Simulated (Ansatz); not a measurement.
Correlation energies of CH₃FOSe, SMILES `OC(F)[SeH]` by basis set

```xyz
7

O     0.2863    0.7834   -1.2392
C    -0.1296    0.4293    0.0034
F     0.8378    0.6654    0.9430
Se   -0.5948   -1.4958    0.0482
H     1.0028    0.1955   -1.5088
H    -0.9987    1.0350    0.2555
H    -0.4038   -1.6129    1.4981
```

Total charge 0; spin multiplicity 1. Correlated methods include outer-core shells of Se, which these sets cover unevenly. Scalar relativity is left out up to krypton. Geometry: relaxed with PBE0-D4/def2-TZVP. It is one conformer, not always the lowest. Frozen core, restricted reference, the Gaussian-basis code of Ansatz.

```csv
basis,HF (Eh),MP2 corr.,CCSD corr.,(T),CCSD(T) total
def2-SVP,?,-0.74467,?,-0.01848,?
def2-TZVPP,?,-0.93271,-0.94801,-0.03435,?
def2-QZVPP,?,-1.29116,–,–,–
```

**Question.** Fill in the withheld values. (An estimate is asked.)

**Answer.** Computed: def2-SVP HF (Eh): -2613.27525; def2-SVP CCSD corr.: -0.76610; def2-SVP CCSD(T) total: -2614.05983; def2-TZVPP HF (Eh): -2613.83963; def2-TZVPP CCSD(T) total: -2614.82199; def2-QZVPP HF (Eh): -2613.89661.
